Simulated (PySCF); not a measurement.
Calculation: PySCF with PBE-D3(BJ)/def2-TZVP // B3LYP-D3(BJ)/def2-TZVP. All species are isolated molecules in the gas phase. 

Reference species (SMILES): `C(=[SiH2])=C=C` (neutral, multiplicity 1).

LUMO: -2.82 eV
dipole moment: 0.64 D
HOMO: -5.28 eV

After one change: the LUMO increases by 0.64 eV; the dipole moment rises by 3.03 D; the HOMO increases by 0.75 eV.

Name the change that produced these shifts. The new species is one of these.
A. `[SiH2]=C1C=C1`
B. `C=[si]1cc1`
C. `C#C[SiH]=C`
D. `C#CC=[SiH2]`

A, `[SiH2]=C1C=C1`
